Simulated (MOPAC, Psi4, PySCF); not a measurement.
Approach curve of the dimer H2 ··· HF (SMILES [H][H] and F). Monomers: optimised at B3LYP-D3(BJ) (def2-TZVP), held rigid. Orientation: lowest of the rigid-body minima from ten starts at GFN2-xTB. R is the distance of the centres of mass, along which the second monomer moves.

Computed with: PM7, restricted, heats of formation (MOPAC); RKS-B3LYP/3-21G = restricted B3LYP/3-21G, no counterpoise correction run with PySCF; RKS-B3LYP/6-31G* = PySCF 2.14.0 with restricted B3LYP/6-31G*, spherical d, no counterpoise correction; CCSD(T)/aug-cc-pVDZ = DF-CCSD(T)/aug-cc-pVDZ, frozen core, counterpoise-corrected (Psi4).

Interaction energies in kcal/mol; the last columns give the difference from CCSD(T):

```tsv
R / Å	PM7	RKS-B3LYP/3-21G	RKS-B3LYP/6-31G*	CCSD(T)/aug-cc-pVDZ	PM7 − CCSD(T)/aug-cc-pVDZ	RKS-B3LYP/3-21G − CCSD(T)/aug-cc-pVDZ	RKS-B3LYP/6-31G* − CCSD(T)/aug-cc-pVDZ
2.34	-0.15	4.15	3.45	1.99	-2.14	2.16	1.46
2.50	-0.56	1.53	1.23	0.23	-0.78	1.30	1.00
2.74	-0.60	-0.22	-0.23	-0.69	0.09	0.48	0.46
2.91	-0.53	-0.60	-0.56	-0.81	0.28	0.22	0.25
3.10	-0.44	-0.66	-0.61	-0.77	0.32	0.10	0.16
3.30	-0.34	-0.57	-0.52	-0.65	0.31	0.08	0.13
3.60	-0.22	-0.38	-0.35	-0.46	0.24	0.09	0.12
3.93	-0.13	-0.21	-0.20	-0.30	0.17	0.09	0.10
4.43	-0.07	-0.09	-0.09	-0.16	0.09	0.07	0.07
5.10	-0.04	-0.04	-0.04	-0.08	0.03	0.04	0.04
6.12	-0.01	-0.02	-0.02	-0.03	0.02	0.01	0.01
7.44	0.00	-0.01	-0.01	-0.01	0.01	0.00	0.00
```

PM7 is furthest from CCSD(T)/aug-cc-pVDZ at 2.34 (-2.14 kcal/mol, below); its mean absolute difference over the points is 0.37 kcal/mol.

RKS-B3LYP/3-21G is furthest from CCSD(T)/aug-cc-pVDZ at 2.34 (2.16 kcal/mol, above); its mean absolute difference over the points is 0.39 kcal/mol.

RKS-B3LYP/6-31G* is furthest from CCSD(T)/aug-cc-pVDZ at 2.34 (1.46 kcal/mol, above); its mean absolute difference over the points is 0.32 kcal/mol.
